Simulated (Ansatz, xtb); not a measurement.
System: MnO, charge 0, multiplicity 6. The spin state was set by rule; other spins were not relaxed. SMILES: [O]=[Mn]
Structure (B3LYP-D3(BJ)/def2-TZVP (Ansatz, a first-principles code) minimum search):
```
Mn
O 1 1.6311
```
Charge 0, spin multiplicity 6.

Harmonic wavenumbers from GFN2-xTB (xtb, at its own minimum), cm⁻¹: 803.

Task: Give the harmonic wavenumbers at B3LYP-D3(BJ)/def2-TZVP (Ansatz, finite differences of forces, unscaled).

Result: 884 cm⁻¹. Zero-point energy 1.3 kcal/mol.

Task: From these and the geometry, give the ideal-gas thermochemistry at 298.15 K and 1 atm (rigid rotor, harmonic oscillator).

Result: Point group C∞v, rotational symmetry number 1. Rotational constants 15.33, 15.33 GHz. S(trans) 38.69, S(rot) 13.92, S(vib) 0.15, S(elec, spin only) 3.56, S 56.3 cal/(mol K). H(298) - H(0) 2.11 kcal/mol; G - E(el) -13.4 kcal/mol.
